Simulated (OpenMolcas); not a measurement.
Computed levels of 3s² 3p² in ions with 14 electrons, in cm-1 above ³P₀.

```json
{
  "Program": "OpenMolcas",
  "Method": "SS-CASPT2, IPEA 0.25 Eh, imaginary shift 0.1 Eh",
  "Basis": "ANO-RCC-VTZP",
  "Scalar Hamiltonian": "DKH2, point nucleus",
  "Spin-orbit coupling": "state interaction with AMFI integrals over the reference wave functions, term energies averaged over their components"
}
```

Active space for each ion: 4 electrons in 8 orbitals (3s 3p 4s 4p); closed shells correlated by CASPT2: 2s 2p.

| Level | Si | S2+ | Ar4+ |
| --- | --- | --- | --- |
| ³P₁ | 63.0 | 262 | 693 |
| ³P₂ | 184 | 737 | 1866 |
| ¹D₂ | 6470 | 11610 | 16550 |
| ¹S₀ | 14350 | 26500 | 37300 |

Problem. Estimate ³P₂, ¹D₂, ¹S₀ for Cl3+ from its neighbours S2+ and Ar4+.

Solution. ³P₂ is fine structure, which grows about as the fourth power of a screened charge, so the fourth roots are averaged: ((737^0.25 + 1866^0.25) / 2)^4 = 1205. The calculation gives 1230, so the estimate is off by -2.0 %; the measured value is 1341 (Moore, Atomic Energy Levels, vol. I, NSRDS-NBS 35 (1971 reprint of NBS Circular 467, 1949)).
¹D₂ is another term, which grows about linearly with the charge: (11610 + 16550) / 2 = 14080. The calculation gives 14070, so the estimate is off by +0.1 %; the measured value is 13766 (Moore, Atomic Energy Levels, vol. I, NSRDS-NBS 35 (1971 reprint of NBS Circular 467, 1949)).
¹S₀ is another term, which grows about linearly with the charge: (26500 + 37300) / 2 = 31900. The calculation gives 31930, so the estimate is off by -0.1 %; the measured value is 32550 (Moore, Atomic Energy Levels, vol. I, NSRDS-NBS 35 (1971 reprint of NBS Circular 467, 1949)).

CASPT2 breaks the degeneracy within a term, and the mean is taken; among the terms shown or strongly mixed into the levels shown the widest spread is 72 cm-1 (3s² 3p² ¹D, Si). Over all roots computed the reference weight is 0.87 to 0.98 in Si, 0.84 to 0.99 in S2+, 0.84 to 0.99 in Cl3+, 0.85 to 0.99 in Ar4+; the roots of lowest weight are the least certain, and an intruder state may touch them. Active for correlation alone: 4p 4s; no level in the range computed is led by a configuration that fills them, so any true level of that kind is missing (holds for Si; Cl3+; Ar4+). The run also gave levels led by 3s² 3p 4p, which use shells meant for correlation; these and all levels above them are left out (holds for S2+). Computed and measured levels are paired by configuration, term and J; levels that our copy of the source lacks, or whose pairing is in doubt (as where it misses far off the trend of its configuration), stay unpaired and out of the deviations. Only configurations of the active space appear.
